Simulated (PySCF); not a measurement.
## Basis and Hamiltonian dependence of the excitation energy of Tl+

Tl+ [Xe] 4f14 5d10 6s2 (1S) → Tl+ [Xe] 4f14 5d10 6s1 7s1 (3S). Calculated with PySCF 2.14 from differences of total energies of unrestricted determinants, without spin-orbit coupling. Values in eV.

```tsv
basis	Hamiltonian	functions	UHF	PBE	PBE0	MP2 (valence)	CCSD(T) (valence)
aug-cc-pwCVDZ-PP with ECP60MDF	ECP	48	11.358	12.980	12.750	11.815	11.977
def2-TZVPPD with the def2 core potential (60 electrons)	ECP	56	11.356	12.983	12.751	11.836	11.986
def2-QZVPPD with the def2 core potential (60 electrons)	ECP	88	11.308	12.881	12.654	11.807	11.939
aug-cc-pVQZ-PP with ECP60MDF	ECP	92	11.316	12.887	12.660	11.813	11.946
aug-cc-pVQZ-PP with one added diffuse shell each of s, p, d, f, g type with ECP60MDF	ECP	117	11.311	12.884	12.657	11.809	n/a
aug-cc-pVQZ-DK3	spin-free X2C	118	11.300	n/a	n/a	11.793	11.923
```

Frozen in the all-electron rows: valence: [Xe] 4f14 5d10; with a core potential, the same shells as far as they lie outside it.

Reference for a calculation without spin-orbit coupling: 13.047 eV (measured, between term centres; NIST).
